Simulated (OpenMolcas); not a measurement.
# A ladder of methods for SnH2Cl2 (SMILES [Cl][SnH2][Cl])

SnH2Cl2 has 5 atoms, charge 0, and is taken as a singlet. As SMILES, `[Cl][SnH2][Cl]`. The shape is that of a PBE0-D4/def2-TZVP optimisation.

```xyz
5

Cl   -1.7953   -0.3262    1.2065
Sn    0.1924   -0.1029    0.0386
Cl   -0.2504    1.2955   -1.7539
H     0.6022   -1.6263   -0.5821
H     1.3010    0.6863    1.0494
```

Each level gives the dipole moment (D). The values are calculated.

| level | kind | program | value (D) |
| --- | --- | --- | --- |
| HF/def2-SVPD (core potential) | Hartree–Fock | OpenMolcas | 2.92 |
| BLYP/def2-SVPD (core potential) | GGA | OpenMolcas | 2.55 |
| revPBE/def2-SVPD (core potential) | GGA | OpenMolcas | 2.58 |
| TPSS/def2-SVPD (core potential) | meta-GGA | OpenMolcas | 2.60 |
| r2SCAN/def2-SVPD (core potential) | meta-GGA | OpenMolcas | 2.68 |
| BHLYP/def2-SVPD (core potential) | global hybrid | OpenMolcas | 2.81 |
| M06-2X/def2-SVPD (core potential) | hybrid meta-GGA | OpenMolcas | 2.79 |
| PBE0/def2-SVPD (core potential) | global hybrid | OpenMolcas | 2.72 |

The values span 2.55 to 2.92 D. Magnitudes only.
